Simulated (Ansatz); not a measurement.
Cost and result for the atomization energy of C3H10Si2 (`[SiH3]C1C[SiH2]C1`) (15 atoms, 15 bonds).

```xyz
15

Si   -1.736   -0.849   -0.130
C    -0.401    0.416   -0.508
C     0.099    1.150    0.781
Si    1.634    0.059    0.700
C     0.920   -0.253   -1.016
H    -2.942   -0.184    0.433
H    -2.117   -1.590   -1.363
H    -1.229   -1.829    0.870
H    -0.821    1.111   -1.242
H     0.326    2.200    0.583
H    -0.559    1.107    1.651
H     2.975    0.701    0.812
H     1.611   -1.119    1.609
H     1.408    0.352   -1.784
H     0.833   -1.272   -1.397
```

Charge 0, multiplicity 1. The structure was optimised at the PBE0-D4/def2-TZVP level. Program: Ansatz. All runs use 4 threads of an Intel Xeon Platinum 8488C on a shared host. Times are those of one run each, without the atoms' runs, and a repeat can differ threefold. Electronic energies, without spin–orbit coupling; frozen cores. CCSD(T)/CBS adds CCSD(T) − MP2 in def2-TZVPP to the MP2 limit, and its time is that of the two runs behind it. T1 = 0.011. B3LYP takes the VWN-RPA correlation (the form of Gaussian; ORCA's B3LYP/G). HSE06 is the plane-wave form, built on full-range PBE exchange.

CCSD(T)/CBS is a level of theory with its own doubt, some kJ/mol a heavy atom from the limit and from the frozen cores, so smaller differences don't rank the functionals.

| level | functions | wall time |
| --- | --- | --- |
| LDA (SPW92)/def2-TZVPP | 317 | 2.1 s |
| PBE-D4/def2-TZVPP (with forces) | 317 | 3.6 s |
| BHLYP-D4/def2-TZVPP | 317 | 3.9 s |
| HSE06-D4/def2-TZVPP | 317 | 4.3 s |
| CAM-B3LYP-D4/def2-TZVPP | 317 | 4.8 s |
| B2PLYP/def2-TZVPP | 317 | 6.5 s |
| CCSD(T)/def2-SVP | 128 | 6.5 s |
| PBE-QIDH/def2-TZVPP | 317 | 7 s |
| B3LYP-D4/def2-TZVPP (with forces) | 317 | 7 s |
| ωB97M-V/def2-TZVPP (with forces) | 317 | 12 s |
| MP2/def2-QZVPP | 611 | 33 s |
| CCSD(T)/def2-TZVPP | 317 | 7.4 min |
| CCSD(T)/CBS(def2) | – | 7.9 min |

**Question.** What atomization energy does each give, and how far from CCSD(T)/CBS? (Best estimate.)

**Answer.** Computed: 
```json
{"level": "LDA (SPW92)/def2-TZVPP", "atomization (kcal/mol)": "1438.0", "difference from CCSD(T)/CBS": "155.3", "per bond": "10.4"}
{"level": "PBE-D4/def2-TZVPP (with forces)", "atomization (kcal/mol)": "1291.5", "difference from CCSD(T)/CBS": "8.8", "per bond": "0.6"}
{"level": "BHLYP-D4/def2-TZVPP", "atomization (kcal/mol)": "1261.3", "difference from CCSD(T)/CBS": "-21.4", "per bond": "-1.4"}
{"level": "HSE06-D4/def2-TZVPP", "atomization (kcal/mol)": "1284.5", "difference from CCSD(T)/CBS": "1.8", "per bond": "0.1"}
{"level": "CAM-B3LYP-D4/def2-TZVPP", "atomization (kcal/mol)": "1286.4", "difference from CCSD(T)/CBS": "3.7", "per bond": "0.2"}
{"level": "B2PLYP/def2-TZVPP", "atomization (kcal/mol)": "1265.9", "difference from CCSD(T)/CBS": "-16.8", "per bond": "-1.1"}
{"level": "CCSD(T)/def2-SVP", "atomization (kcal/mol)": "1218.6", "difference from CCSD(T)/CBS": "-64.1", "per bond": "-4.3"}
{"level": "PBE-QIDH/def2-TZVPP", "atomization (kcal/mol)": "1278.3", "difference from CCSD(T)/CBS": "-4.4", "per bond": "-0.3"}
{"level": "B3LYP-D4/def2-TZVPP (with forces)", "atomization (kcal/mol)": "1281.2", "difference from CCSD(T)/CBS": "-1.5", "per bond": "-0.1"}
{"level": "ωB97M-V/def2-TZVPP (with forces)", "atomization (kcal/mol)": "1286.6", "difference from CCSD(T)/CBS": "3.9", "per bond": "0.3"}
{"level": "MP2/def2-QZVPP", "atomization (kcal/mol)": "1276.9", "difference from CCSD(T)/CBS": "-5.8", "per bond": "-0.4"}
{"level": "CCSD(T)/def2-TZVPP", "atomization (kcal/mol)": "1253.5", "difference from CCSD(T)/CBS": "-29.2", "per bond": "-1.9"}
{"level": "CCSD(T)/CBS(def2)", "atomization (kcal/mol)": "1282.7", "difference from CCSD(T)/CBS": "0.0", "per bond": "0.0"}
```

From r2SCAN to r2SCAN0 (25 % exact exchange), in def2-TZVPP and without D4, the atomization energy moves by −8.6 kcal/mol: exact exchange takes away binding that semilocal exchange gives to molecules. The D4 term adds +14.4 kcal/mol with B3LYP and +7.6 kcal/mol with PBE0; it sums over pairs of atoms, weighted by their polarisabilities, and B3LYP, whose exchange is more repulsive, gets the larger term. At CCSD(T), def2-SVP lies −64.1 kcal/mol from the extrapolated value and def2-TZVPP −29.2 kcal/mol: correlation converges slowly with the basis, and small sets miss more of it in the bonded molecule than in its fragments.
